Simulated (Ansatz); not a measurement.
The Sn1–H2 bond of HISn (SMILES [SnH][I]) is stretched (multiplicity 1, the rest rigid).
Geometry at rest (charge 0, multiplicity 1):
```xyz
3

Sn     0.45233     0.91500     0.96540
H      0.73029     2.17687    -0.26341
I     -0.44050    -0.90428    -0.90578
```

Cores are frozen in the correlated methods. Filled d and f shells under p-block atoms count as core.

Run with Ansatz (an electronic-structure program) with Gaussian orbitals.  In def2 rows elements past Kr take small-core potentials, without spin–orbit coupling.

FIC-MRCISD+Q on CASSCF(2,2)/def2-TZVPP, total energies (hartree):

```json
[
 {"R (Å)": "1.783", "CASSCF": "-510.652542", "MRCISD": "-510.864831", "weight c² of the reference": "0.89183"},
 {"R (Å)": "3.120", "CASSCF": "-510.581263", "MRCISD": "-510.785761", "weight c² of the reference": "0.89120"},
 {"R (Å)": "5.706", "CASSCF": "-510.563234", "MRCISD": "-510.765104", "weight c² of the reference": "0.89188"}
]
```

Question: Add the Davidson correction (E_MRCISD − E_CASSCF)(1 − c²)/c² and give the energies above the first point at the three levels.

Answer: 
Corrections (hartree): -0.025750, -0.024965, -0.024471. Above the first point (kcal/mol):
- R = 3.120 Å: CASSCF 44.7, MRCISD 49.6, with the correction 50.1
- R = 5.706 Å: CASSCF 56.0, MRCISD 62.6, with the correction 63.4
